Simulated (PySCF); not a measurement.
CH₆N₂O₂W, SMILES C[N]=[W](=[NH])([OH])[OH], multiplicity 1.

Geometry optimised at PBE0-D3(BJ)/def2-SVP. The spin state was assumed, not searched. The def2 effective core potentials stand for the cores of W; spin–orbit coupling is left out. One conformer was computed; it need not be the lowest.

Two levels are set side by side: TDDFT-PBE/def2-SVPD (PySCF) and TDDFT-CAM-B3LYP/def2-SVPD (PySCF). Vertical, same geometry. The lowest singlet is HOMO→LUMO 91 % with PBE and HOMO→LUMO 52 %, HOMO→LUMO+2 34 % with the other functional; states are paired by order. Differences are taken from unrounded values.

```json
[
 {"quantity": "lowest singlet excitation (eV)", "TDDFT-PBE": "4.53"},
 {"quantity": "lowest triplet excitation (TDA) (eV)", "TDDFT-PBE": "4.20"}
]
```

**Question.** These are the TDDFT-PBE values. What does TDDFT-CAM-B3LYP give? (The exact figures need the calculation; the answer reports its results.)

**Answer.** 
```csv
quantity,TDDFT-CAM-B3LYP,TDDFT-PBE minus TDDFT-CAM-B3LYP
lowest singlet excitation (eV),4.81,-0.28
lowest triplet excitation (TDA) (eV),4.40,-0.21
```

A lower first singlet is the usual sign of a functional without exact exchange. Differences between two approximate levels are no errors against the true value.

Rough cost on one machine, each run with all the roots and properties that it gave: TDDFT-CAM-B3LYP against TDDFT-PBE about 10 times.
